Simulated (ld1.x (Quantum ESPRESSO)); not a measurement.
Before and after: TM potential for cobalt

```
Element                 : Co
Generator               : ld1.x (Quantum ESPRESSO) 7.5
Type                    : norm-conserving Troullier–Martins (Kleinman–Bylander form)
Functional              : PBE
Relativity              : scalar-relativistic
Frozen core             : [Ar]
Valence charge          : 9
Reference configuration : 3d7 4s2 4p0
Partial waves           : 4s (bound): rc 2.15 bohr; 4p (bound, empty): rc 2.45 bohr; 3d (bound): rc 1.60 bohr
Local potential         : all-electron potential smoothed inside 2.10 bohr (lloc = -1)
Core correction         : a·sin(br)/r model core, default radius (core density twice the valence density)
```

Change: wave 3d (bound): rc 1.60 bohr becomes 3d (bound): rc 1.20 bohr.

Cutoffs: the cutoffs (Ry, on a coarse ladder) from which the occupation-weighted sum of valence levels, in a spherical-Bessel basis at the reference potential, stays within 10 and 1 mRy of its value at 400 Ry; they do not see the model core or the augmentation charge, which bear on the density cutoff. Errors are all-electron minus pseudo energies relative to the spin-unpolarised reference configuration.

Q: Predict the effect on cutoff, ghosts and configuration errors.

A: The potential gets harder (100 Ry and 180 Ry → 160 Ry and 260 Ry); of the 7 tests that both files solve, the error grows in 6 and shrinks in 0 by more than 15 % and 0.3 meV (median size 39.1 → 51.0 meV); neither file shows a bound ghost. A smaller radius makes the pseudo-wave follow the all-electron one further in, where it bends more sharply, so more plane waves are needed. That the errors move this way runs against the usual rule that smaller radii transfer better.

| quantity | base | changed |
| --- | --- | --- |
| cutoff, loose | 100 Ry | 160 Ry |
| cutoff, tight | 180 Ry | 260 Ry |
| loose cutoff by channel (10 mRy a level) | s 8 Ry, d 90 Ry | s 8 Ry, d 140 Ry |
| bound ghosts | none | none |
| error for 3d7 4s1 4p0, meV [ΔE 9.03 eV] | -5.6 | -7.8 |
| error for 3d7 4s0 4p0, meV [ΔE 25.82 eV] | -39 | -52 |
| error for 3d6 4s0 4p0, meV [ΔE 61.69 eV] | -234 | -250 |
| error for 3d6 4s2 4p1, meV [ΔE 9.66 eV] | -218 | -288 |
| error for 3d7.5 4s1.5 4p0, meV [ΔE -0.96 eV] | -42 | -51 |
| error for 3d7 4s1 4p1, meV [ΔE 4.35 eV] | -1.6 | -2.4 |
| error for 3d7 4s0 4p2, meV [ΔE 8.98 eV] | -5.9 | -8.9 |
| s: phases at 2.65 bohr within 0.05 rad from the reference energy up to (Ry; the scan ends near 5) | 1.6 | 1.6 |
| p: phases at 2.65 bohr within 0.05 rad from the reference energy up to (Ry; the scan ends near 5) | 2.3 | 2.3 |
| d: phases at 2.65 bohr within 0.05 rad from the reference energy up to (Ry; the scan ends near 5) | 0.9 | 0.9 |
